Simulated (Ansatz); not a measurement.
Consider the redistribution: `[SiH3]S[SiH2]Cl` + `BO[SiH2]Br` → `BO[SiH2]S[SiH3]` + `Cl[SiH2]Br`.

Computed with Ansatz on PBE0-D4/def2-TZVP structures; ΔE is electronic, products minus reactants. CCSD(T)/CBS is the MP2 limit (def2-TZVPP, def2-QZVPP) plus CCSD(T) − MP2 in def2-TZVPP, frozen cores. Functionals use def2-TZVPP. For Br outer-core shells are correlated without core-valence functions, which leaves a few kJ/mol of doubt a bond. Scalar relativity is left out up to krypton. One conformer a species, not always the lowest.

Is it downhill or uphill in electronic energy at CCSD(T)/CBS, and by how much? (An estimate is asked.)

Ansatz gave: Nearly level: ΔE = +0.6 kcal/mol.

What do these levels give: PBE-D4, r2SCAN-D4, PBE0-D4, PBE, SCS-MP2/def2-TZVPP, CCSD/def2-TZVPP? (An estimate is asked.)

The calculation gave: PBE-D4 0.2, r2SCAN-D4 0.3, PBE0-D4 0.3, PBE 0.4, SCS-MP2/def2-TZVPP 0.9, CCSD/def2-TZVPP 0.8 kcal/mol.

Largest T1 diagnostic among the species: 0.013.
